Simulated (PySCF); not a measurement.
Se(F)4 anion (F4Se), SMILES F[Se](F)(F)F (connectivity only; charge and spin as stated), charge -1, multiplicity 2.

The structure is a stationary point at PBE0-D3(BJ)/def2-SVPD. The multiplicity is an assumed one; other spin states were not compared. The isomer is the one that the SMILES or the coordinates give; other isomers of the formula were not compared.

The numbers are results of PBE/def2-SVPD in PySCF, not measurements.

Isolated molecule, no solvent.

```yaml
total_energy: -2799.70829 hartree
point_group: C4v
"α spin, highest occupied and lowest empty level": -0.74 and 3.52 eV
"β spin, highest occupied and lowest empty level": -2.29 and 0.36 eV
dipole_moment_about_the_centre_of_nuclear_charge: 0.92 D
mean_static_polarisability: 51.1 bohr³ (7.57 Å³)
polarisability_principal_values: 36.7, 58.3, 58.3 bohr³
"⟨S²⟩": 0.751 (pure state 0.75)
```
